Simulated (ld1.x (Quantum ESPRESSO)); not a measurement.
**oxygen: one change to a TM potential, before and after**

oxygen, norm-conserving Troullier–Martins (Kleinman–Bylander form), made with ld1.x (Quantum ESPRESSO) 7.5 (PBE, scalar-relativistic). Core [He], reference 2s2 2p2 (charge +2). Waves: 2s (bound): rc 0.90 bohr; 2p (bound): rc 0.95 bohr; 3d channel at 0.15 Ry: rc 0.85 bohr. Local part: all-electron potential smoothed inside 0.65 bohr (lloc = -1). Core correction: a·sin(br)/r model core, default radius (core density twice the valence density).

Change: wave 2p (bound): rc 0.95 bohr becomes 2p (bound): rc 1.30 bohr.

Cutoffs: the cutoffs (Ry, on a coarse ladder) from which the occupation-weighted sum of valence levels, in a spherical-Bessel basis at the reference potential, stays within 10 and 1 mRy of its value at 400 Ry; they do not see the model core or the augmentation charge, which bear on the density cutoff. Errors are all-electron minus pseudo energies relative to the spin-unpolarised reference configuration.

Q: Predict the effect on cutoff, ghosts and configuration errors.

A: The potential gets softer (120 Ry and 200 Ry → 90 Ry and 180 Ry); of the 7 tests that both files solve, the error grows in 7 and shrinks in 0 by more than 15 % and 0.3 meV (median size 43.2 → 124.6 meV); neither file shows a bound ghost. A larger radius leaves more room for a smooth pseudo-wave, so fewer plane waves are needed. More of the atom is replaced by a form fitted at one configuration, so other configurations suffer.

```csv
quantity,base,changed
"cutoff, loose",120 Ry,90 Ry
"cutoff, tight",200 Ry,180 Ry
loose cutoff by channel (10 mRy a level),"s 70 Ry, p 100 Ry","s 70 Ry, p 70 Ry"
bound ghosts,none,none
"error for 2s2 2p4, meV [ΔE -50.02 eV]",+34,+94
"error for 2s2 2p3, meV [ΔE -33.59 eV]",+16,+46
"error for 2s2 2p1, meV [ΔE 53.87 eV]",+43,+125
"error for 2s2 2p3.5, meV [ΔE -43.73 eV]",+27,+74
"error for 2s2 2p0, meV [ΔE 130.77 eV]",+289,+774
"error for 2s1 2p5, meV [ΔE -35.07 eV]",+62,+197
"error for 2s1 2p4, meV [ΔE -18.36 eV]",+46,+138
```
